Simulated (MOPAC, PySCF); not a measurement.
HCl₂In, SMILES `[Cl][InH][Cl]`, neutral singlet in the gas phase. 

Cartesian coordinates (Å):
SMILES: [Cl][InH][Cl]
```xyz
4

Cl    -1.9105    -1.1164     0.0413
In    -0.0045     0.2297    -0.0132
Cl     1.9524    -1.0389     0.0829
H     -0.0375     1.9255    -0.1109
```
Charge 0, spin multiplicity 1.

All levels are single points at this geometry (B3LYP-D3(BJ)/def2-TZVP); Pople sets use spherical d functions. Orbital energies aren't observables, and empty levels follow the basis.

PM6 in MOPAC gives gap (eV) = 10.15.

### Question
Estimate the gap (eV) from each of these levels: TPSSh-D3(BJ)/def2-TZVP in PySCF; B3LYP/6-31G* (LANL2DZ on In) in PySCF; B3LYP/LANL2DZ in PySCF; BP86/6-31G* (LANL2DZ on In) in PySCF; M06-2X/6-31G* (LANL2DZ on In) in PySCF.

### Answer

```json
[
 {"level": "TPSSh-D3(BJ)/def2-TZVP in PySCF", "gap (eV)": "5.86"},
 {"level": "B3LYP/6-31G* (LANL2DZ on In) in PySCF", "gap (eV)": "6.36"},
 {"level": "B3LYP/LANL2DZ in PySCF", "gap (eV)": "6.32"},
 {"level": "BP86/6-31G* (LANL2DZ on In) in PySCF", "gap (eV)": "4.78"},
 {"level": "M06-2X/6-31G* (LANL2DZ on In) in PySCF", "gap (eV)": "8.63"}
]
```
